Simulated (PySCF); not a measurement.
A calculated (PBE, PySCF 2.14, aug-cc-pVDZ-DK, scalar relativity by spin-free X2C-1e) atom or ion has these occupied shells.

| shell | electrons | orbital energy (eV) | rms radius, mean of both spins (bohr) |
| --- | --- | --- | --- |
| 1s α | 1 | -41.961 | 0.891 |

**Question.** Name the element and its charge.

**Answer.** He+ (helium, charge +1), in 1s1, 2S determinant.
